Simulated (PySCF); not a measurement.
# Electron correlation in Al (aluminium, neutral)

[Ne] 3s1 3p2, 3s spin antiparallel (an excited configuration). Computed with PySCF 2.14 in aug-cc-pCVTZ-DK with one added diffuse shell each of s, p, d, f type (9s8p6d4f, 91 functions), with the spin-free X2C one-electron Hamiltonian (Gaussian nucleus). Frozen: [Ne]; 3 electrons correlated.

MP2 pair energies summed by pair of shells (mhartree):

```json
{"pair": "3s-3p", "energy": "-44.76", "share (%)": "89.0"}
{"pair": "3p-3p", "energy": "-5.52", "share (%)": "11.0"}
```

Total MP2 correlation energy: -50.27 mhartree.

Same-spin part -5.52 and opposite-spin part -44.76 mhartree; SCS-MP2 scales them by 1/3 and 6/5 to -55.55 mhartree.
